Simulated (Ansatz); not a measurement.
The same path of AlCl₃H₂ (6 atoms, charge 0, multiplicity 1) was run twice with different band settings. Lost on the way: Al1–H2, H5–Cl6. Made: Al1–Cl6, H2–H5.

Level of theory: RKS B3LYP-D4/def2-SVP in Ansatz 0.2.0.

Relaxed end points:

```xyz
6
Properties=species:S:1:pos:R:3
Al 0.156 0.620 -0.501
H 1.466 -0.199 -0.777
Cl -1.453 0.518 -1.864
Cl 0.206 2.275 0.809
H 0.330 -1.986 1.081
Cl -0.706 -1.227 1.252
```

```xyz
6
Properties=species:S:1:pos:R:3
Al -0.563 0.411 0.084
H 1.425 -0.693 -0.463
Cl -1.153 0.324 -1.920
Cl 0.500 2.078 0.766
H 1.139 -1.161 0.070
Cl -1.347 -0.957 1.463
```

Common settings: movable images 5; climbing image yes; spring 5.0 eV/Å²; optimiser quadratic models (default); start path through a guess of the saddle point; iteration limit 60; end points relaxed.

| run | force threshold |
| --- | --- |
| 1 | 0.05 eV/Å |
| 2 | 0.2 eV/Å |

What does each run give, and how far can it be trusted?

Run 1: converged after 7 iterations, highest image 0.258 eV above the first end. A vibrational analysis at the climbing image gives one clearly imaginary mode, 666i cm⁻¹: a first-order saddle point.
Run 2: converged after 5 iterations, highest image 0.259 eV above the first end. The threshold of 0.2 eV/Å is loose, so the images may lie well off the minimum-energy path. Another band between the same ends (5 images) ends at a top of the same energy, where a vibrational analysis finds 1 clearly imaginary mode.
The orbitals stay closed-shell, which can raise the energy where a bond breaks towards radicals; this wasn't checked here.
